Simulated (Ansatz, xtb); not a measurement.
# Two isomers of C5H6ClF3

Structure X is `F[C@@H]1C[C@H](Cl)CC1(F)F`, a singlet and structure Y is `C=C(Cl)CCC(F)(F)F`, a singlet. Both are isolated molecules in the gas phase, relaxed with B3LYP-D3(BJ)/def2-SVP; the shapes shown needn't be the lowest conformers.

X (Å):

```yaml
atoms:
  - { symbol: C, position_ang: [-0.6095, -2.5630, -0.1623] }
  - { symbol: C, position_ang: [-1.4088, -1.3832, 0.4058] }
  - { symbol: C, position_ang: [-1.1000, -0.1699, -0.5126] }
  - { symbol: C, position_ang: [-0.3822, -0.7482, -1.7358] }
  - { symbol: C, position_ang: [0.3898, -1.9000, -1.1211] }
  - { symbol: Cl, position_ang: [-2.5743, 0.7703, -0.9554] }
  - { symbol: F, position_ang: [-1.4356, -3.3770, -0.9142] }
  - { symbol: F, position_ang: [1.4233, -1.4121, -0.3605] }
  - { symbol: F, position_ang: [0.9146, -2.7577, -2.0173] }
  - { symbol: H, position_ang: [-0.0947, -3.1803, 0.5895] }
  - { symbol: H, position_ang: [-1.1475, -1.1668, 1.4503] }
  - { symbol: H, position_ang: [-2.4750, -1.6424, 0.3666] }
  - { symbol: H, position_ang: [-0.4439, 0.5406, 0.0036] }
  - { symbol: H, position_ang: [-1.1124, -1.1685, -2.4424] }
  - { symbol: H, position_ang: [0.2657, -0.0326, -2.2584] }
```

Y (Å):

```xyz
15

C    -3.2421   -0.6728   -0.4489
C    -1.9481   -0.3666   -0.3451
C    -0.8323   -1.3303   -0.0629
C     0.1780   -1.4335   -1.2106
C     1.3085   -2.3862   -0.9040
Cl   -1.4194    1.3017   -0.5485
F     2.0030   -2.0013    0.1836
F     0.8577   -3.6337   -0.6641
F     2.1736   -2.4625   -1.9281
H    -3.9989    0.0860   -0.6527
H    -3.5636   -1.7093   -0.3220
H    -0.3028   -1.0131    0.8508
H    -1.2684   -2.3205    0.1369
H     0.6211   -0.4500   -1.4237
H    -0.3121   -1.7847   -2.1312
```

Question: Estimate E(Y) − E(X) at the level CCSD(T)/def2-SVP + ΔMP2/def2-TZVPP.

Answer: Not settled: CCSD(T)/def2-SVP + ΔMP2/def2-TZVPP gives E(Y) − E(X) = +2.8 kcal/mol, but this leans on the basis-set step: CCSD(T) alone gives 0.0 kcal/mol.

How the difference moves with the method:

| level | geometry | E(Y) − E(X) (kcal/mol) | departure from the last row (kcal/mol) | job, with rough time for the two |
| --- | --- | --- | --- | --- |
| GFN2-xTB | GFN2-xTB | +14.9 | +12.1 | optimisation, 0.38 s |
| HF/STO-3G | GFN2-xTB | +32.4 | +29.6 | single point, 0.58 s |
| r2SCAN-D4/def2-SVP | GFN2-xTB | +1.5 | −1.3 | single point, 5.7 s |
| B3LYP-D3(BJ)/def2-SVP | B3LYP-D3(BJ)/def2-SVP | +0.7 | −2.1 | optimisation, 80 s |
| HF/def2-SVP | B3LYP-D3(BJ)/def2-SVP | −0.3 | −3.2 | part of the CCSD(T) run |
| MP2/def2-SVP | B3LYP-D3(BJ)/def2-SVP | +0.5 | −2.3 | part of the CCSD(T) run |
| CCSD(T)/def2-SVP | B3LYP-D3(BJ)/def2-SVP | 0.0 | −2.9 | single point |
| CCSD(T)/def2-SVP + ΔMP2/def2-TZVPP | B3LYP-D3(BJ)/def2-SVP | +2.8 |  | single point, 3.7 min |

As drawn, Y has 1 C=C in place of 2 C–C. Structure X has a 5-membered ring, Y no ring.

HF/def2-SVP, MP2/def2-SVP, CCSD(T)/def2-SVP find them nearly level. The largest departure from CCSD(T)/def2-SVP + ΔMP2/def2-TZVPP is that of HF/STO-3G, 29.6 kcal/mol. The last row adds to CCSD(T) the change of the MP2 difference between the two basis sets, here +2.9 kcal/mol.

With thermal terms from frequencies at re-optimised GFN2-xTB minima (ideal gas, soft modes damped towards free rotors, one conformer each, 298.15 K, 1 atm): on the last row, ΔE + ΔZPE = +1.1, ΔH = +1.8, ΔG = 0.0 kcal/mol.

The correlated steps freeze 13 core orbitals. Mirror images aren't counted in ΔG. Run with Ansatz 0.2.0, xtb 6.7.1; the last row on 4 threads of Arm Neoverse V1 on a shared host.
